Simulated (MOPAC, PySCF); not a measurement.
C₉H₉NSSi, SMILES `c1([SiH3])cc(S)c2ccccc2n1` (C–C–S–H torsion 152°), neutral singlet in the gas phase. 

Z-matrix (Å, degrees):
```
C
N 1 1.3641
C 2 1.3345 1 118.42
C 3 1.4244 2 122.91 1 1.95
C 4 1.3939 3 119.94 2 -1.58
H 4 1.1006 5 120.09 3 -178.45
C 1 1.4269 2 117.86 3 179.71
C 7 1.3855 1 120.97 2 -178.22
H 7 1.0995 8 122.26 1 -179.46
H 8 1.1005 7 120.16 9 0.33
C 8 1.4201 10 119.74 7 179.13
C 11 1.3881 8 120.44 10 179.73
H 12 1.0999 11 119.63 8 177.90
H 11 1.1004 12 119.74 13 -1.40
C 12 1.4236 13 119.38 11 178.26
S 5 1.7750 4 117.51 6 2.56
H 16 1.3617 5 97.05 4 -151.99
Si 3 1.9025 2 114.06 1 -179.24
H 18 1.5025 3 109.91 2 -58.46
H 18 1.5027 19 109.01 3 -120.28
H 18 1.5068 19 109.19 20 -119.07
```
Charge 0, multiplicity 1.

All levels are single points at this geometry (PBE-D3(BJ)/def2-SVP); Pople sets use spherical d functions. Orbital energies aren't observables, and empty levels follow the basis.

B3LYP/3-21G in PySCF gives dipole (D) = 2.47.

Task: Estimate the dipole (D) from each of these levels: PBE-D3(BJ)/def2-TZVP in PySCF; B3LYP/LANL2DZ in PySCF; PBE/6-31G* in PySCF; AM1 in MOPAC; PM3 in MOPAC.

Result: 
| level | dipole (D) |
|---|---|
| PBE-D3(BJ)/def2-TZVP in PySCF | 2.45 |
| B3LYP/LANL2DZ in PySCF | 2.51 |
| PBE/6-31G* in PySCF | 2.51 |
| AM1 in MOPAC | 1.38 |
| PM3 in MOPAC | 1.18 |
